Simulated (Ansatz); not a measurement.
`F[SiH](F)S[SiH2]Cl` + `C=C=N` → `C=C=N[SiH](F)F` + `S[SiH2]Cl`  (ligand exchange at the Si–S bond)

Gas-phase electronic energies from Ansatz, PBE0-D4/def2-TZVP geometries. CCSD(T)/CBS adds triple-zeta CCSD(T) − MP2 to the extrapolated MP2 energy (def2 sets, frozen cores). This one scheme is used for every species. Functionals use def2-TZVPP. HSE06 is defined as in plane-wave codes. One conformer a species, not always the lowest.

```json
{"level": "PBE-D4", "ΔE (kcal/mol)": "-0.2", "difference from CCSD(T)/CBS": "2.4"}
{"level": "r2SCAN-D4", "ΔE (kcal/mol)": "-2.1", "difference from CCSD(T)/CBS": "0.5"}
{"level": "B97M-V", "ΔE (kcal/mol)": "-2.6", "difference from CCSD(T)/CBS": "0.0"}
{"level": "PBE0-D4", "ΔE (kcal/mol)": "-1.3", "difference from CCSD(T)/CBS": "1.3"}
{"level": "ωB97X-V", "ΔE (kcal/mol)": "-2.4", "difference from CCSD(T)/CBS": "0.2"}
{"level": "PBE-QIDH", "ΔE (kcal/mol)": "-2.9", "difference from CCSD(T)/CBS": "-0.3"}
{"level": "r2SCAN", "ΔE (kcal/mol)": "-2.4", "difference from CCSD(T)/CBS": "0.2"}
{"level": "PBE0", "ΔE (kcal/mol)": "-2.3", "difference from CCSD(T)/CBS": "0.3"}
{"level": "r2SCANh", "ΔE (kcal/mol)": "-2.7", "difference from CCSD(T)/CBS": "-0.1"}
{"level": "HSE06", "ΔE (kcal/mol)": "-2.3", "difference from CCSD(T)/CBS": "0.3"}
{"level": "CAM-B3LYP", "ΔE (kcal/mol)": "-5.3", "difference from CCSD(T)/CBS": "-2.7"}
{"level": "LC-ωPBE", "ΔE (kcal/mol)": "-2.7", "difference from CCSD(T)/CBS": "-0.1"}
{"level": "MP2/def2-SVP", "ΔE (kcal/mol)": "-2.7", "difference from CCSD(T)/CBS": "-0.1"}
{"level": "CCSD/def2-SVP", "ΔE (kcal/mol)": "-2.6", "difference from CCSD(T)/CBS": "0.0"}
{"level": "CCSD(T)/def2-SVP", "ΔE (kcal/mol)": "-2.2", "difference from CCSD(T)/CBS": "0.4"}
{"level": "CCSD(T)/def2-TZVPP", "ΔE (kcal/mol)": "-3.2", "difference from CCSD(T)/CBS": "-0.6"}
{"level": "CCSD(T)/CBS", "ΔE (kcal/mol)": "-2.6", "difference from CCSD(T)/CBS": "0"}
```

Largest T1 diagnostic among the species: 0.015.

From BLYP to BHLYP (50 % exact exchange), in def2-TZVPP and without D4, ΔE moves by −1.5 kcal/mol. The D4 term adds +1.8 kcal/mol with B3LYP and +1.0 kcal/mol with PBE0; it sums over pairs of atoms, weighted by their polarisabilities, and B3LYP, whose exchange is more repulsive, gets the larger term. In def2-TZVPP, CCSD(T) changes the Hartree–Fock value by +4.5 kcal/mol (the triples alone add +0.8 kcal/mol) and MP2 by +4.4 kcal/mol.

B3LYP here is the variant with VWN-RPA as its local correlation; programs differ in this.
